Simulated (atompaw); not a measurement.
## Before and after: PAW (atompaw) potential for erbium (Er)

erbium, PAW, made with atompaw 4.2.0.5 (PBE, scalar-relativistic). Core [Kr] 4d10, reference 4f12 5s2 5p6 5d0 6s1 6p1. Waves: 5s (bound): rc 2.30 bohr; 6s (bound): rc 1.75 bohr; 5p (bound): rc 1.55 bohr; 6p (bound): rc 2.45 bohr; 5d (bound, empty): rc 3.00 bohr; 5d channel at 0.6 Ry: rc 3.00 bohr; 4f (bound): rc 1.10 bohr; 4f channel at 2.45 Ry: rc 1.10 bohr. Local part: troulliermartins scheme with l = 4 at 0 Ry, radius 2.90 bohr. Core correction: smooth core density matched at 2.25 bohr. Augmentation charge: sinc compensation charge, radius 2.60 bohr; PAW radius 3.00 bohr; waves and projectors: modrrkj vanderbiltortho.

All-electron outer shells of the reference configuration (PBE, scalar-relativistic, ld1.x):

| shell | level (eV) | outermost node (bohr) | outermost maximum (bohr) |
| --- | --- | --- | --- |
| 4p | -316.05 | 0.27 | 0.49 |
| 4d | -166.85 | 0.25 | 0.51 |
| 5s | -53.42 | 0.60 | 1.11 |
| 5p | -27.93 | 0.65 | 1.28 |
| 6s | -4.68 | 1.51 | 3.30 |
| 4f | -4.64 | – | 0.51 |
| 5d | -1.97 | 0.73 | 2.02 |
| 6p | -1.79 | 1.86 | 4.62 |

Change: wave 4f (bound): rc 1.10 bohr becomes 4f (bound): rc 2.10 bohr.

Cutoffs: the cutoffs (Ry, on a coarse ladder) from which the occupation-weighted sum of valence levels, in a spherical-Bessel basis at the reference potential, stays within 10 and 1 mRy of its value at 400 Ry; they do not see the model core or the augmentation charge, which bear on the density cutoff.

Q: What does the change do?

A: The potential gets softer (160 Ry and 260 Ry → 30 Ry and 45 Ry); neither file shows a bound ghost.

```csv
quantity,base,changed
"cutoff, loose",160 Ry,30 Ry
"cutoff, tight",260 Ry,45 Ry
loose cutoff by channel (10 mRy a level),"s 8 Ry, p 15 Ry, f 100 Ry","s 8 Ry, p 15 Ry, f 25 Ry"
bound ghosts,none,none
s: phases at 3.00 bohr within 0.05 rad from the reference energy up to (Ry; the scan ends near 5),3.4,3.4
p: phases at 3.00 bohr within 0.05 rad from the reference energy up to (Ry; the scan ends near 5),to the end of the scan,to the end of the scan
d: phases at 3.00 bohr within 0.05 rad from the reference energy up to (Ry; the scan ends near 5),-0.2,-0.2
f: phases at 3.00 bohr within 0.05 rad from the reference energy up to (Ry; the scan ends near 5),n/a,n/a
lowest overlap eigenvalue by channel,"s 0.46, p 0.70, d 1.00, f 1.00","s 0.46, p 0.70, d 1.00, f 1.00"
```

 The cutoffs see the waves, projectors and local potential, not the compensation charge or the core.
